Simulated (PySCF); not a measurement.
**Relaxation of singlet SnH₅⁻**

All numbers come from PySCF, PBE0, basis Sn def2-TZVPD with ECP28, H def2-TZVPD (scalar-relativistic core potentials, no spin–orbit coupling, density fitting). A (50,194) grid was used.

A start displaced from a saddle point along its imaginary mode, of C2v symmetry, held to at least that symmetry:

```xyz
6
charge -1 multiplicity 1, angstrom
Sn    0.0000    0.0000   -0.0013
H     0.0000    0.0000    1.7400
H     1.7423    0.0000   -0.5076
H     0.0000    1.8300   -0.2842
H    -1.7423    0.0000   -0.5076
H     0.0000   -1.8300   -0.2842
```

Optimiser trace:
```tsv
step	E − E(last) (kJ/mol)	largest gradient (Eh/bohr)
0	7.86	0.00125
1	7.50	0.00106
2	7.10	0.00115
3	6.62	0.00135
4	6.07	0.00159
5	5.44	0.00182
6	4.77	0.00204
7	4.07	0.00221
8	1.41	0.00484
9	0.44	0.00196
10	0.15	0.00121
11	0.02	0.00062
12	0.01	0.00031
13	0.00	0.00014
```

It ends at D3h with Sn–H 1.767 Å (×3), Sn–H 1.876 Å (×2); H–Sn–H 90.0° (×6), H–Sn–H 120.0° (×3), H–Sn–H 180.0° (after a last refinement on a finer grid). A frequency run shows a minimum. Other isomers or separated fragments may lie lower.

Final geometry:
```xyz
6
charge -1 multiplicity 1, angstrom
Sn    0.0000    0.0000    0.0000
H     0.0000    0.0000    1.7668
H     1.5301    0.0000   -0.8834
H     0.0000    1.8763    0.0000
H    -1.5301    0.0000   -0.8834
H     0.0000   -1.8763    0.0000
```
